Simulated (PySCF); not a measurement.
# ²⁹Si chemical shifts

Calculated, not measured (PySCF 2.14): geometry from GFN2-xTB, σ from GIAO-PBE0/pcSseg-1. Relativity neglected, single conformer, no solvent, one averaged value for each set of equivalent atoms.

Shieldings were converted by a linear fit to measured shifts: ²⁹Si: δ = 279.94 − 0.822σ (rms 8.9 ppm, 72 shifts, 25.8 ppm with the 6 outliers that the fit left out vs TMS, solution or neat liquid). Occasional misses reach two or three times the rms, and more in compound classes unlike the fitted ones.

Q: Give the ²⁹Si shifts of `[SiH3][SiH2]C[SiH2]P`, `[SiH3][SiH2]C[SiH2]P`, `O=c1cc(O[SiH3])c1=O`, `C#C[C@H]1C(=C)[SiH2]C1=O`, `O=COC1=C[SiH2]C1=O`.

A: 
```json
{"compound": "[SiH3:1][SiH2:2][CH2:3][SiH2:4][PH2:5]", "environment": "Si4: silicon bonded to C, P, 2 H", "δ (ppm)": "-45.0"}
{"compound": "[SiH3:1][SiH2:2][CH2:3][SiH2:4][PH2:5]", "environment": "Si2: silicon bonded to C, Si, 2 H", "δ (ppm)": "-70.5"}
{"compound": "[SiH3:1][SiH2:2][CH2:3][SiH2:4][PH2:5]", "environment": "Si1: silicon bonded to Si, 3 H", "δ (ppm)": "-99.3"}
{"compound": "[SiH3:1][SiH2:2][CH2:3][SiH2:4][PH2:5]", "environment": "Si4: silicon bonded to C, P, 2 H", "δ (ppm)": "-45.0"}
{"compound": "[SiH3:1][SiH2:2][CH2:3][SiH2:4][PH2:5]", "environment": "Si2: silicon bonded to C, Si, 2 H", "δ (ppm)": "-70.5"}
{"compound": "[SiH3:1][SiH2:2][CH2:3][SiH2:4][PH2:5]", "environment": "Si1: silicon bonded to Si, 3 H", "δ (ppm)": "-99.3"}
{"compound": "O=c1cc(O[SiH3])c1=O", "environment": "silicon bonded to O, 3 H", "δ (ppm)": "-24.8"}
{"compound": "C#C[C@H]1C(=C)[SiH2]C1=O", "environment": "silicon bonded to 2 C, 2 H, in a 4-membered ring", "δ (ppm)": "-32.2"}
{"compound": "O=COC1=C[SiH2]C1=O", "environment": "silicon bonded to 2 C, 2 H, in a 4-membered ring", "δ (ppm)": "-32.3"}
```

Q: Order these by ²⁹Si shift, lowest first.
A. C=CO[SiH2]C(C)(C)C
B. Fc1ccccc1[SiH3]
C. C=C(C)O[Si](C)(C)C
D. [SiH3]c1cpc([SiH3])cp1
E. C#C[Si@@H]1OCC(=O)O1

A: B (-68.7 ppm, silicon bonded to C, 3 H), D (-54.4 ppm, silicon bonded to C, 3 H), E (-30.5 ppm, silicon bonded to C, 2 O, H, in a 5-membered ring), A (-15.9 ppm, silicon bonded to C, O, 2 H), C (1.2 ppm, silicon bonded to 3 C, O).
